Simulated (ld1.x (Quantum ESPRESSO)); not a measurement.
## PBE PAW dataset for Fe, scalar-relativistic all-electron reference.

The input file (ld1.x (Quantum ESPRESSO) 7.5):

```
&input
   title='Fe', zed=26., rel=1, dft='PBE', iswitch=3,
   config='[Ar] 3d6 4s0 4p0',
   nld=3, rlderiv=2.30, eminld=-8.0, emaxld=5.0, deld=0.04
 /
 &inputp
   pseudotype=3, lpaw=.true., tm=.true., lloc=-1, rcloc=1.40,
   nlcc=.false.,
   which_augfun='PSQ', rmatch_augfun_nc=.true.,
   file_pseudopw='Fe.UPF', file_wfcaegen='ae.wfc', file_wfcncgen='nc.wfc', file_beta='beta', file_chi='chi', file_wfcusgen='us.wfc'
 /
6
4S  1  0   0.00   0.00  1.25  1.75  0.0
4S  1  0   0.00   1.25  1.25  1.75  0.0
3P  2  1   6.00   0.00  1.20  1.65  0.0
4P  3  1   0.00   0.00  1.20  1.65  0.0
3D  3  2   6.00   0.00  1.85  2.10  0.0
3D  3  2   0.00  -1.40  1.85  2.10  0.0
 &test
   configts(1)='3p6 3d6 4s0 4p0'
 /
```

Command:

```bash
ld1.x < Fe.in > Fe.out
```

Output (shortened: banner, matrices, multipoles, cross overlaps and the repeated all-electron block are left out):

```
Program LD1 v.7.5
     --------------------------- All-electron run ----------------------------

     Fe
     scalar relativistic calculation

     atomic number is 26.00
     dft =PBE   lsd =0 sic =0 latt =0  beta=0.20 tr2=1.0E-14
     Exchange-correlation= PBE
                           (   1   4   3   4   0   0   0)
     mesh =1191 r(mesh) = 101.18024 a.u. xmin = -7.00 dx = 0.01250
     1 Ry =  13.60569312 eV, c = 137.03599908

     n l     nl                  e(Ry)          e(Ha)          e(eV)
     1 0     1S 1( 2.00)      -515.7838      -257.8919     -7017.5962
     2 0     2S 1( 2.00)       -61.5863       -30.7932      -837.9244
     2 1     2P 1( 6.00)       -52.6758       -26.3379      -716.6913
     3 0     3S 1( 2.00)        -8.2665        -4.1333      -112.4716
     3 1     3P 1( 6.00)        -5.7707        -2.8853       -78.5140
     3 2     3D 1( 6.00)        -1.8902        -0.9451       -25.7173
     4 0     4S 1( 0.00)        -1.4846        -0.7423       -20.1993
     4 1     4P 1( 0.00)        -1.0509        -0.5254       -14.2979

     final scf error:  1.2E-15 reached in  23 iterations

     Etot =   -2543.069838 Ry,   -1271.534919 Ha,  -34600.227810 eV

     Ekin =    2573.545546 Ry,    1286.772773 Ha,   35014.870940 eV
     Encl =   -6048.887381 Ry,   -3024.443691 Ha,  -82299.305445 eV
     Eh   =    1042.597227 Ry,     521.298614 Ha,   14185.257922 eV
     Exc  =    -110.325230 Ry,     -55.162615 Ha,   -1501.051227 eV

     normalization and overlap integrals

     s(1S/1S) =  1.000000  <r> =   0.0585  <r2> =    0.0046  r(max) =   0.0385
     s(2S/2S) =  1.000000  <r> =   0.2669  <r2> =    0.0841  r(max) =   0.2213
     s(2P/2P) =  1.000000  <r> =   0.2355  <r2> =    0.0682  r(max) =   0.1790
     s(3S/3S) =  1.000000  <r> =   0.8113  <r2> =    0.7598  r(max) =   0.6990
     s(3P/3P) =  1.000000  <r> =   0.8579  <r2> =    0.8678  r(max) =   0.7167
     s(3D/3D) =  1.000000  <r> =   1.0809  <r2> =    1.5172  r(max) =   0.7078
     s(4S/4S) =  1.000000  <r> =   2.5039  <r2> =    7.1067  r(max) =   2.1802
     s(4P/4P) =  1.000000  <r> =   2.9875  <r2> =   10.1516  r(max) =   2.5971

     ------------------------ End of All-electron run ------------------------

     --------------------- Generating PAW atomic setup --------------------

      Generating local potential from pseudized AE potential:
      Matching radius rcloc =   1.4000

      Local pseudo, rcloc= 1.408 Estimated cut-off energy=    11.89 Ry

      Computing core charge for PAW:

       r > 0.40 : true rho core
       r < 0.40 : rho core = a sin(br)/r    a=  42.82  b=   6.50

      Integrated core pseudo-charge :   5.40
      Wfc-us  4S rcutus= 1.763  Estimated cut-off energy=    38.41 Ry
      Wfc-us  4S rcutus= 1.763  Estimated cut-off energy=    16.50 Ry
      Wfc-us  3P rcutus= 1.635  Estimated cut-off energy=    32.24 Ry
      Wfc-us  4P rcutus= 1.635  Estimated cut-off energy=    61.52 Ry
      Wfc-us  3D rcutus= 2.100  Estimated cut-off energy=    27.01 Ry
      Wfc-us  3D rcutus= 2.100  Estimated cut-off energy=    44.21 Ry

     Required augmentation: PSQ   radius:    2.100000

     Q pseudized with Bessel functions
     Expected ecutrho=     260.6692 due to l1=  1   l2=  2

     Estimated PAW energy = -262.699619 Ryd

     ------------------- End of pseudopotential generation -------------------

     Computing logarithmic derivative in   2.30637

       Warning: n=1, l=0 expected 0 nodes, found 1
       Setting wfc to zero for this iteration
       (This warning will only be printed once per wavefunction)

       Zero norm: self consistency problem; state:  3 (l=  0, j=0.0)
     Computing logarithmic derivative in   2.30637
     Computing the partial wave expansion
     R is outside the sphere for l=    0 j= 0.00
     R is outside the sphere for l=    0 j= 0.00
     R is outside the sphere for l=    1 j= 0.00
     R is outside the sphere for l=    1 j= 0.00
     R is outside the sphere for l=    2 j= 0.00
     R is outside the sphere for l=    2 j= 0.00

     ---------------------- Testing the pseudopotential ----------------------

     Fe
     scalar relativistic calculation

     atomic number is 26.00   valence charge is 14.00
     dft = SLA  PW   PBX  PBC   lsd =0 sic =0 latt =0  beta=0.20 tr2=1.0E-14
     mesh =1191 r(mesh) = 101.18024 xmin = -7.00 dx = 0.01250

     n l     nl             e AE (Ry)        e PS (Ry)    De AE-PS (Ry)
     2 1     3P   1( 6.00)       -5.77068       -5.77072        0.00005
     3 2     3D   1( 6.00)       -1.89018       -1.89023        0.00004
     1 0     4S   1( 0.00)       -1.48462       -1.48462        0.00000
     3 1     4P   1( 0.00)       -1.05088       -1.05091        0.00003

     eps = 4.9E-15  iter =  4

     Etot =   -2543.069838 Ry,   -1271.534919 Ha,  -34600.227810 eV
     Etotps =  -262.699642 Ry,    -131.349821 Ha,   -3574.210718 eV

     Ekin =     225.432527 Ry,     112.716264 Ha,    3067.165788 eV
     Encl =    -514.852517 Ry,    -257.426259 Ha,   -7004.925357 eV
     Ehrt =     137.045386 Ry,      68.522693 Ha,    1864.597470 eV
     Ecxc =    -110.325039 Ry,     -55.162519 Ha,   -1501.048620 eV

     ---------------------- End of pseudopotential test ----------------------
```

The ghost test of this file was not conclusive. Its overlap operator is not positive definite in a basis up to 400 Ry (lowest eigenvalue s -0.25), so the file is unfit for use: the generalised eigenproblem breaks down once the basis is large enough, and its test numbers describe a broken file.

Generation and configuration tests took about 2.7 s on one core of a shared server CPU.
